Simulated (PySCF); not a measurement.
Species: C2H11Si4 (doublet state).
Z-matrix (Å and degrees, GFN2-xTB geometry), rows numbered from 1:
```
C 
C   1  1.3230
Si  2  1.8789  1  124.85
Si  3  2.3184  2  108.21  1   108.75
Si  4  2.3055  3  112.88  2    53.60
Si  5  2.2950  4  124.18  3    22.76
H   1  1.0802  2  123.07  3  -178.82
H   1  1.0787  2  121.36  3     1.47
H   2  1.0846  1  118.24  3   178.48
H   3  1.4674  2  107.58  1   -16.97
H   3  1.4712  2  107.11  1  -130.97
H   4  1.4778  3  108.62  2  -178.09
H   4  1.4776  3  109.75  2   -67.15
H   5  1.4802  4  112.48  3   159.76
H   6  1.4680  5  108.82  4   -31.07
H   6  1.4692  5  117.55  4    88.72
H   6  1.4678  5  111.64  4  -149.04
```

The hyperfine couplings belong to this conformer and change with its torsions.

Identity: `C=C[SiH2][SiH2][SiH][SiH3]` [radical].

Method: PySCF 2.14.0, UKS B3LYP, pcH-1 on C H Si, non-relativistic, mean-field spin-orbit, GIAO. Geometry: GFN2-xTB, one conformer, isolated molecule. A GFN2-xTB geometry isn't a minimum of the functional, and hyperfine couplings can be far from their values at a DFT geometry, by a factor of two or more for some ions and for spin on atoms past the first row. Stability of the SCF solution: not tested.

Q: Predict the first-order ENDOR lines of H12/H13, H14, H10/H11, Si3, Si6 and Si4 under fast tumbling at B = 333.4 mT (X band).

A: For S = 1/2 in fast tumbling each set of equivalent nuclei gives two lines, ν± = |νn ± a/2| to first order, with νn = g_N μN B/h and μN/h = 7.62259 MHz/T.

| nuclei | isotope | g_N | νn (MHz) | a_iso (MHz) | lower line (MHz) | upper line (MHz) |
| --- | --- | --- | --- | --- | --- | --- |
| H12/H13 | 1H | 5.5857 | 14.20 | 41.28 | 6.45 | 34.84 |
| H14 | 1H | 5.5857 | 14.20 | -18.14 | 5.12 | 23.27 |
| H10/H11 | 1H | 5.5857 | 14.20 | 1.04 | 13.68 | 14.71 |
| Si3 | 29Si | -1.1106 | 2.82 | -1.60 | 2.02 | 3.62 |
| Si6 | 29Si | -1.1106 | 2.82 | 1.20 | 2.22 | 3.42 |
| Si4 | 29Si | -1.1106 | 2.82 | 1.10 | 2.27 | 3.37 |

The rows for 29Si, of low natural abundance, apply to labelled samples.

Q: Which pairs are centred on the nuclear Larmor frequency, and which on half the coupling?

A: Centred on νn, since |a| < 2νn: H14, H10/H11, Si3, Si6 and Si4. Centred on |a|/2 and split by 2νn: H12/H13.

Couplings of abundant isotopes left out: H15/H16/H17 (28.4 MHz).

Means are taken over nuclei equivalent by connectivity, which assumes that they swap fast. The 1H value of +41.3 MHz is a mean of couplings from 27.5 to 55.1 MHz in this one geometry, not an average over conformers.

The largest Mulliken spin population is on Si5 (+0.98). The angles at Si5 add up to 346.8°, so it is slightly pyramidal.
